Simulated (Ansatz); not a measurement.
Stepwise reaction of `C[CH2][Ge][CH2]C` with ammonia, as a gas-phase model of exchange steps in deposition or etching. ΔE in kJ/mol; ΔG adds harmonic PBE0-D4 terms to CCSD(T)/CBS, at 1 bar.

Gas-phase electronic energies from Ansatz, PBE0-D4/def2-TZVP geometries. CCSD(T)/CBS is the MP2 limit (def2-TZVPP, def2-QZVPP) plus CCSD(T) − MP2 in def2-TZVPP, frozen cores. This one scheme is used for every species. Functionals use def2-TZVPP. B3LYP here is the variant with VWN-RPA as its local correlation; programs differ in this. For Ge outer-core shells are correlated without core-valence functions, which leaves a few kJ/mol of doubt a bond. Scalar relativity is left out up to krypton. Each species was taken in one conformer, which may not be the lowest.

| step | reaction | PBE-D4 | B3LYP-D4 | ωB97M-V | CCSD(T)/CBS | ΔG(500 K) |
| --- | --- | --- | --- | --- | --- | --- |
| 1 | `C[CH2][Ge][CH2]C` + NH₃ → `C[CH2][Ge][NH2]` + `CC` | -102.7 | -105.8 | -102.4 | -98.8 | -95.1 |
| 2 | `C[CH2][Ge][NH2]` + NH₃ → `[NH2][Ge][NH2]` + `CC` | -75.1 | -80.8 | -80.1 | -74.8 | -70.0 |

Task: By hand: ΔE of the 2 steps together at CCSD(T)/CBS.

Result: (-98.8) + (-74.8) = -173.6 kJ/mol, or -86.8 kJ/mol a step.

In ΔE each step is higher than the one before. All are downhill at CCSD(T)/CBS. ΔG lies between -95.1 and -70.0 kJ/mol a step. PBE-D4 differs from CCSD(T)/CBS by -3.9 to -0.3 kJ/mol a step. Isolated molecules leave out the surface, adducts and barriers. Largest T1 diagnostic: 0.013.
